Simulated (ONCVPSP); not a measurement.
## Potentials for Be compared

Generated with ld1.x 7.5 (TM, RRKJ, ultrasoft, PAW), atompaw 4.2 or ONCVPSP 4.0.1. The cutoff is in Ry: for ld1.x and atompaw files where the sum of valence levels is converged to 10 mRy in a Bessel basis, for ONCV files where the hardest occupied wave has 1 mHa per electron of residual kinetic energy. The error is the largest all-electron minus pseudo excitation energy over each file’s own four to seven test configurations (ionisations up to +4, promotions, holes and added fractions of an electron), all of which were solved. The labels leave out finer settings (local radius, basis sizes, second energies), which also bear on the numbers. Spin-polarised tests are not counted. The rows are a selection from randomly drawn settings: files with unsolved tests, undetermined cutoffs or missed reference levels are left out.

A true bound ghost makes a file unfit for plane-wave use even where its test errors are small: the radial tests pick states by their node count and pass the ghost by.

| potential | cutoff (Ry) | largest error (meV) | bound ghosts |
| --- | --- | --- | --- |
| ONCV, PBE, non-relativistic, rc 0.80/0.75 (sp), local smoothed, core correction no, reference 1s2 2s0.5, qcut 13.4/11.8, projectors 2/3 | 152 | +1.6 | none |
| ONCV, PBE, scalar-relativistic, rc 0.75/0.70/0.80 (spd), local smoothed, core correction no, reference 1s2 2s2, qcut 12.5/10.4/12.5, projectors 2/2/2 | 155 | +4.2 | none |
| ONCV, PBEsol, scalar-relativistic, rc 2.20/2.20/2.25 (spd), local p, core correction yes, reference 2s2, qcut 2.7/3.9/4.1, projectors 1/0/2 | 7 | -67 | none |

(1) Fill in the row for Be: ONCV, LDA (Perdew-Zunger), non-relativistic, rc 0.70/0.55/0.60 (spd), local smoothed, core correction no, reference 1s2 2s1.75, qcut 16.5/17.7/16.7, projectors 2/2/2.

(2) Fill in the row for Be: ONCV, PBE, scalar-relativistic, rc 0.40/0.40/0.45 (spd), local smoothed, core correction no, reference 1s2, qcut 26.1/24.6/25.5, projectors 2/2/2.

Results:

(1) cutoff 223 Ry, largest error +1.8 meV, bound ghosts: none.

(2) cutoff 505 Ry, largest error +1.0 meV, bound ghosts: s.
